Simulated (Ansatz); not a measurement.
Frontier orbitals of `C[N]=[Mo]([CH3])([NH2])=[O]`.

Z-matrix (Å, degrees):
```
C
N 1 1.420
H 1 1.096 2 112.1
H 1 1.095 2 110.2 3 121.1
H 1 1.095 2 109.8 3 -120.7
Mo 2 1.730 1 151.4 3 -0.9
N 6 1.937 2 109.0 1 -129.5
C 6 2.119 2 103.8 1 114.6
O 6 1.686 2 112.4 1 -0.8
H 7 1.009 6 124.8 2 -9.1
H 7 1.011 6 122.0 2 150.9
H 8 1.094 6 109.3 2 179.1
H 8 1.092 6 110.0 2 58.9
H 8 1.092 6 110.4 2 -61.2
```

Total charge 0; spin multiplicity 1. Correlated methods include outer-core shells of Mo, which these sets cover unevenly. Mo takes the def2 core potential. All single points use the PBE0-D4/def2-TZVP geometry. It is one conformer, not always the lowest. Basis def2-TZVPP, Ansatz 0.2.0.

Orbital energies of one run (eV). Highest occupied ones, from the top: -8.50, -8.76, -9.40, -10.16, -11.09, -11.17, -12.10, -12.72, -12.87, -13.44, -13.93, -14.07, -14.12, -15.74. Empty: -0.43, -0.01, 0.55, 1.02, 1.27, 1.58.

Q: Which functional gave them?
A. BLYP
B. revPBE
C. B3LYP
D. BHLYP

A: D. HOMO energies: BHLYP -8.50, B3LYP -7.04, revPBE -5.87, BLYP -5.83 eV.

B3LYP here is the variant with VWN-RPA as its local correlation; programs differ in this.
